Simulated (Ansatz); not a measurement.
Ansatz (an electronic-structure program) input for C3H9O3Si, SMILES CO[Si](OC)OC (connectivity only; charge and spin as stated), charge +1, multiplicity 1, PBE0/def2-SVPD. Geometry optimised at B3LYP-D3(BJ)/def2-SVP. The spin state was assumed, not searched. The isomer is the one that the SMILES or the coordinates give; other isomers of the formula were not compared. The values are those of a single conformer.

Ansatz 0.2 input:
```yaml
crystal:
  periodic: [false, false, false]
  atoms:
    - {symbol: C, position_ang: [-1.57793122, -2.32606870, 0.00000001]}
    - {symbol: O, position_ang: [-1.29260065, -0.90545739, -0.00000001]}
    - {symbol: Si, position_ang: [0.00000000, -0.00000000, -0.00000000]}
    - {symbol: O, position_ang: [-0.13784878, 1.57215369, -0.00000000]}
    - {symbol: C, position_ang: [-1.22546897, 2.52956288, 0.00000000]}
    - {symbol: O, position_ang: [1.43044943, -0.66669630, 0.00000000]}
    - {symbol: C, position_ang: [2.80340019, -0.20349417, -0.00000000]}
    - {symbol: H, position_ang: [-0.64738374, -2.90910863, -0.00000001]}
    - {symbol: H, position_ang: [-2.16832903, -2.54232543, 0.89898149]}
    - {symbol: H, position_ang: [-2.16832904, -2.54232543, -0.89898149]}
    - {symbol: H, position_ang: [-2.19567011, 2.01520508, -0.00000000]}
    - {symbol: H, position_ang: [-1.11755388, 3.14899075, 0.89898148]}
    - {symbol: H, position_ang: [-1.11755389, 3.14899074, -0.89898148]}
    - {symbol: H, position_ang: [3.28588292, -0.60666532, 0.89898149]}
    - {symbol: H, position_ang: [3.28588292, -0.60666532, -0.89898149]}
    - {symbol: H, position_ang: [2.84305384, 0.89390355, -0.00000001]}
basis:
  gaussian:
    orbitals: def2-SVPD
hamiltonian:
  xc: {name: PBE0}
total_charge: 1
```

Program output:

```
WARN ansatz: RAYON_NUM_THREADS=2 ignored (pool sized by the plan → 2); use --threads N
Functional definition: PBE0
integrals: 0.20 GiB planned
1883 factors; their error is unknown
mean field: 1.69 GiB planned
mean field evaluation 1: about -17230.8389 eV, gradient 9.7e1 eV
mean field evaluation 2: about -17209.0879 eV, gradient 1.4e2 eV
mean field evaluation 4: about -17248.7001 eV, gradient 4.4e0 eV
mean field evaluation 8: about -17248.7414 eV, gradient 3.4e-2 eV
mean field evaluation 16: about -17248.7931 eV, gradient 2.8e-5 eV
mean field -17248.79312139 eV, -633.8814555590 hartree, gradient 2.8e-5 eV, S^2 0.000000; 0 other end points of the search recorded, 0 dependent functions left out
reference -17248.79316488 eV, -633.8814571574 hartree; 32, 32 occupied and 193, 193 virtual orbitals, 1883 factors
Total energy: -17248.79316488 eV, -633.8814571574 hartree
```

The run converged.
